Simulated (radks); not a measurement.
Results of a calculation; reference values are marked as such.
Al III, configuration [Ne] 3s1.

Level of theory: scalar-relativistic Kohn-Sham, LB94 model potential, spin-polarised, spherical densities, finite nucleus; open shells are filled with parallel spins first; Fermi nuclear charge, rms radius 3.061 fm (a radial shooting solver on a logarithmic mesh with Libxc functionals).

Energy parts (eV):
| part | energy |
|---|---|
| kinetic | 6637.953 |
| electron-nucleus | -15575.241 |
| Hartree | 2850.210 |
(The LB94 potential has no energy functional, so no total or exchange-correlation energy is given.)

Orbitals (lengths in bohr, moments of r in powers of bohr; r(max) is where P^2 peaks):
| orbital | occ. | eigenvalue (eV) | <r^2> | r(max) |
|---|---|---|---|---|
| 1s up | 1 | -1572.385 | 0.01923 | 0.07840 |
| 1s down | 1 | -1572.173 | 0.01924 | 0.07840 |
| 2s up | 1 | -140.2390 | 0.4659 | 0.4973 |
| 2s down | 1 | -140.2382 | 0.4721 | 0.4978 |
| 2p up | 3 | -102.2792 | 0.4467 | 0.4249 |
| 2p down | 3 | -102.3767 | 0.4568 | 0.4253 |
| 3s up | 1 | -29.4747 | 5.227 | 1.844 |
| 3s down | 0 | -32.2939 | 4.854 | 1.806 |
| 3p up | 0 | -22.7034 | 6.937 | 2.118 |
| 3p down | 0 | -25.1091 | 6.210 | 2.020 |
| 3d up | 0 | -14.5829 | 11.42 | 2.713 |
| 3d down | 0 | -16.3893 | 9.370 | 2.401 |
| 4s up | 0 | -13.1257 | 24.12 | 4.485 |
| 4s down | 0 | -13.9124 | 22.40 | 4.318 |
| 4f up | 0 | -7.6110 | 37.68 | 5.102 |
| 4f down | 0 | -8.0248 | 33.15 | 4.780 |

The highest occupied level is 3s up at -29.475 eV. The configuration is held as typed, so some empty levels lie below it. The density falls to 0.001 e/bohr^3 at r = 3.32 bohr.
